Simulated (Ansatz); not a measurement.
The cluster W5⁺, relaxed as a doublet with UKS PBE0-D4/def2-SVP in Ansatz, starting from packed atoms. Force threshold 0.02 eV/Å.

In the def2 sets W takes a core potential; there is no spin–orbit coupling. The structure comes from a short search, and lower isomers may exist.

Start:

```xyz
5

W     0.234    0.225    0.942
W    -0.961    3.156    1.442
W    -1.823    0.559   -1.917
W     2.284   -2.013    1.031
W     0.266   -1.928   -1.498
```

```json
{"step": "1", "energy (eV)": "-9104.0402", "largest force component (eV/Å)": "2.130", "SCF passes": "186"}
{"step": "2", "energy (eV)": "-9105.3828", "largest force component (eV/Å)": "2.498", "SCF passes": "107"}
{"step": "3", "energy (eV)": "-9106.9597", "largest force component (eV/Å)": "3.054", "SCF passes": "103"}
{"step": "4", "energy (eV)": "-9108.7141", "largest force component (eV/Å)": "3.564", "SCF passes": "113"}
{"step": "5", "energy (eV)": "-9110.1643", "largest force component (eV/Å)": "3.336", "SCF passes": "144"}
{"step": "6", "energy (eV)": "-9111.0870", "largest force component (eV/Å)": "1.155", "SCF passes": "107"}
{"step": "7", "energy (eV)": "-9111.7650", "largest force component (eV/Å)": "1.133", "SCF passes": "161"}
{"step": "8", "energy (eV)": "-9112.2366", "largest force component (eV/Å)": "0.980", "SCF passes": "86"}
{"step": "9", "energy (eV)": "-9112.7168", "largest force component (eV/Å)": "1.035", "SCF passes": "62"}
{"step": "10", "energy (eV)": "-9113.1631", "largest force component (eV/Å)": "0.717", "SCF passes": "77"}
{"step": "11", "energy (eV)": "-9113.5486", "largest force component (eV/Å)": "0.497", "SCF passes": "78"}
{"step": "12", "energy (eV)": "-9113.8400", "largest force component (eV/Å)": "0.836", "SCF passes": "68"}
{"step": "13", "energy (eV)": "-9114.0655", "largest force component (eV/Å)": "0.699", "SCF passes": "64"}
{"step": "14", "energy (eV)": "-9114.3026", "largest force component (eV/Å)": "0.997", "SCF passes": "78"}
{"step": "15", "energy (eV)": "-9114.8749", "largest force component (eV/Å)": "1.665", "SCF passes": "117"}
{"step": "16", "energy (eV)": "-9115.5560", "largest force component (eV/Å)": "1.474", "SCF passes": "70"}
{"step": "17", "energy (eV)": "-9115.9614", "largest force component (eV/Å)": "0.828", "SCF passes": "78"}
{"step": "18 (rejected)", "energy (eV)": "-9115.8495", "largest force component (eV/Å)": "1.709", "SCF passes": "68"}
{"step": "19", "energy (eV)": "-9115.9702", "largest force component (eV/Å)": "1.465", "SCF passes": "60"}
{"step": "20", "energy (eV)": "-9116.0498", "largest force component (eV/Å)": "0.255", "SCF passes": "55"}
{"step": "21 (rejected)", "energy (eV)": "-9116.0458", "largest force component (eV/Å)": "0.403", "SCF passes": "61"}
{"step": "22", "energy (eV)": "-9116.0532", "largest force component (eV/Å)": "0.066", "SCF passes": "57"}
{"step": "23", "energy (eV)": "-9116.0536", "largest force component (eV/Å)": "0.025", "SCF passes": "53"}
{"step": "24", "energy (eV)": "-9116.0537", "largest force component (eV/Å)": "0.011", "SCF passes": "48"}
```

Force components are those of the run's own axes.

End:

```xyz
5

W    -0.711   -0.222    1.326
W     0.357    1.458    0.246
W    -1.546    0.398   -0.916
W     1.616   -0.636    0.609
W     0.284   -0.997   -1.265
```

Bonds formed: W2–W3, W2–W4, W2–W5, W3–W4 (atoms count from 1). The end is the same structure that another start reached.

No frequencies were taken in this run, so the end may be a saddle point.

Hardware: 4 threads of Arm Neoverse V1 on a shared host. Wall time 5 min, peak host memory 0.68 GiB.
